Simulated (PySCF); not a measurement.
## BiO⁺ at r²SCAN

Computed with r²SCAN; Bi def2-SVP with ECP60, O def2-SVP; scalar-relativistic core potentials (PySCF 2.14).

```json
{"state": "¹Σ⁺ (singlet), closed shell", "bond length": "189.2 pm", "harmonic wavenumber": "841 cm⁻¹", "force constant": "6.19 mdyn/Å", "rotational constant Be": "0.3169 cm⁻¹", "anharmonicity ωexe": "2.77 cm⁻¹", "vibration–rotation constant αe": "0.00147 cm⁻¹", "HOMO–LUMO gap": "3.78 eV", "bond order (Mayer)": "2.37", "dipole moment (positive dipole points towards O; it is taken about the centre of mass and depends on that origin)": "-3.48 D"}
```

These are scalar-relativistic numbers at best; spin–orbit coupling would shift them, the dissociation energy most.
